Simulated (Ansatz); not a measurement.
Basis-set series for `O/C=C(/Cl)[SeH]`. Charge 0, multiplicity 1. Geometry: relaxed with PBE0-D4/def2-TZVP. It is one conformer, not always the lowest.

```xyz
8

O    -1.139   -0.577   -1.167
C     0.108   -0.181   -0.824
C     0.435    0.076    0.440
Cl    2.052    0.545    0.809
Se   -0.790   -0.165    1.867
H    -1.216   -0.602   -2.123
H     0.850   -0.101   -1.612
H    -0.300    1.004    2.609
```

| functional | basis | functions | energy (Eh) | HOMO (eV) | LUMO (eV) |
| --- | --- | --- | --- | --- | --- |
| PBE0-D4 | def2-SVP | 107 | -3013.80314 | -6.02 | 0.04 |
| PBE0-D4 | def2-TZVPP | 225 | -3014.43478 | -6.20 | -0.29 |
| ωB97M-V | def2-SVP | 107 | -3014.19111 | -8.11 | 2.15 |
| ωB97M-V | def2-TZVPP | 225 | -3014.82482 | -8.32 | 1.67 |

Q: Give the rows for def2-QZVPP. (Estimate.)

A: Ansatz gave: 
```tsv
functional	basis	functions	energy (Eh)	HOMO (eV)	LUMO (eV)
PBE0-D4	def2-QZVPP	420	-3014.50728	-6.24	-0.42
ωB97M-V	def2-QZVPP	420	-3014.89488	-8.36	1.17
```

Positive LUMOs are unbound and depend on the basis. Scalar relativity is left out up to krypton.
